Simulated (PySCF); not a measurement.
# Spin states of CsCd

Unrestricted PBE0; basis Cs def2-SVP with ECP46, Cd def2-SVP with ECP28; scalar-relativistic core potentials; PySCF 2.14. Outer shells of the fragments: Cs 6s1; Cd 4d10 5s2.

Followed along the bond (rough minima from three points):

| 2Ms+1 | unpaired | ⟨S²⟩ at the start | R at minimum (Å) | Te (eV) |
| --- | --- | --- | --- | --- |
| 2 | σ ↑ | 0.75 | 4.41 | 0.00 |
| 2 | π ↑ | 0.75 | 3.54 | 0.80 |
| 4 | σ ↑↑, π ↑ | 3.75 | 4.02 | 3.53 |

Solutions found at the starting distance of 3.605 Å, counted from the lowest of them; the search is not exhaustive and high or unbound solutions are not listed, so other states can lie among these:

```csv
2Ms+1,unpaired,term,E (eV),⟨S²⟩,⟨Lz²⟩,μ (D)
2,σ ↑,²Σ⁺,0.00,0.75,0.00,-0.37
2,π ↑,²Π,0.68,0.75,1.00,-9.16
2,δ ↑,²Δ,1.81,0.75,4.00,0.94
4,"σ ↑↑, π ↑",⁴Π,3.47,3.75,1.00,-5.96
4,"σ ↑, π ↑↑",⁴Σ⁻,3.87,3.75,0.00,-10.64
4,σ ↑↑↑,⁴Σ⁺,4.22,3.75,0.00,1.88
4,"σ ↑, π ↑↑",mixed,5.35,3.75,2.00,5.29
4,"σ ↑↑, δ ↑",⁴Δ,5.60,3.75,4.00,1.14
```

A term symbol is given only where ⟨S²⟩ and ⟨Lz²⟩ are close to those of a pure state; real π, δ and φ orbitals otherwise mix terms. A positive dipole means Cs(−)Cd(+).

Problem. Compare the gap between the two lowest followed solutions at the starting distance with the gap between their minima.

Solution. At PBE0 the second solution (doublet, unpaired electrons π ↑) lies +0.68 eV from the first (doublet, unpaired electrons σ ↑) at 3.605 Å and +0.80 eV at the minima; the two curves relax by different amounts, since their minima lie near 3.54 and 4.41 Å.

Spin–orbit coupling is left out. Counting both spins, an empty level lies below a filled one in some of these solutions, because spin and occupation are held.
